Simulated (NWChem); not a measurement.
C2H4O2Si; SMILES O[Si@H]1OC=C1

```xyz
9

O     -0.0209     1.8991    -0.4130
Si     0.0730     0.4821     0.4199
C      1.1181    -0.9386    -0.0965
C     -0.0717    -1.5621    -0.2574
O     -1.1207    -0.7133    -0.0288
H      0.0888     1.8529    -1.3681
H     -0.0504     0.8647     1.8429
H      2.1199    -1.3507    -0.1846
H     -0.3261    -2.5996    -0.5113
```
Atoms are numbered in this order, from 1.

Program: NWChem. Geometry: optimised at PBE0/def2-SVP.

Taking PBE0/pcseg-2 as the yardstick, which of these has the fewest basis functions while keeping “dipole (D)” within 0.1 D of it: PBE0/aug-pcseg-1; PBE0/pcseg-1; PBE0/STO-3G; PBE0/def2-SVP?

PBE0/def2-SVP.
```tsv
level	basis functions	dipole (D)	relative time (rough)
PBE0/STO-3G	33	1.09	1
PBE0/pcseg-1	94	1.90	6
PBE0/def2-SVP	94	1.78	3
PBE0/aug-pcseg-1	155	1.74	10
PBE0/pcseg-2	210	1.78	20
```

The yardstick is one finite set, not the basis-set limit.
